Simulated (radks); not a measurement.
Results of a calculation; reference values are marked as such.
Li2+, configuration 1s1.

Code: a radial shooting solver on a logarithmic mesh with Libxc functionals. Model: scalar-relativistic Kohn-Sham, PBE, spin-unpolarised, spherical densities, point nucleus; without spin polarisation the odd electron is poorly described.

Energy parts (hartree):
| part | energy |
|---|---|
| total | -4.34457 |
| kinetic | 4.33006 |
| electron-nucleus | -8.82751 |
| Hartree | 0.91344 |
| exchange-correlation | -0.76056 |

Orbitals (lengths in bohr, moments of r in powers of bohr; r(90%) holds 90 % of the orbital's charge):
orbital  occ.  eigenvalue (hartree)  r(90%)   <r^2>  <1/r>     <r>
1s          1              -3.63529   0.921  0.3569  2.943  0.5151

The highest occupied level is 1s at -98.921 eV. For comparison, the ionisation energy in NIST's Atomic Spectra Database is 122.45 eV (theoretical). In exact Kohn-Sham theory the highest level is minus the ionisation energy, but local and semilocal functionals leave it too shallow, through self-interaction and a potential that decays too fast; potentials with the right tail come closer. Summed over all electrons, <r^2> = 0.3569 bohr^2, which gives a Langevin (diamagnetic) susceptibility term of -0.283 x 10^-6 cm^3/mol. The density falls to 0.001 e/bohr^3 at r = 1.56 bohr.
